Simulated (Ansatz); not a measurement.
Basis-set extrapolation for C₂H₉NOSi (`CN[SiH2]OC`) (PBE0-D4/def2-TZVP geometry, frozen core, Ansatz 0.2.0). Multiplicity 1, RHF reference.

|  | def2-TZVPP | def2-QZVPP |
| --- | --- | --- |
| HF | -499.377470 | -499.397564 |
| MP2 correlation | -0.926511 | -0.992700 |
| CCSD(T) correlation | -1.011337 | not run |

Energies in hartree. Use E(X) = E(∞) + A·exp(−7.88·√X) for Hartree–Fock and E(X) = E(∞) + B·X^(−2.97) for correlation, with X = 3 and 4, and add CCSD(T) minus MP2 of the smaller set to the MP2 limit.

Question: What is the CCSD(T) energy at the basis-set limit?

Answer: HF limit: -499.397564 + (-0.020094) × 0.13774 = -499.40033. MP2 limit: -0.992700 + (-0.066189) × 0.74074 = -1.04173. Higher-order term: -1.011337 − (-0.926511) = -0.08483. Total: -500.52689 hartree, 362.5 kJ/mol below CCSD(T)/def2-TZVPP.
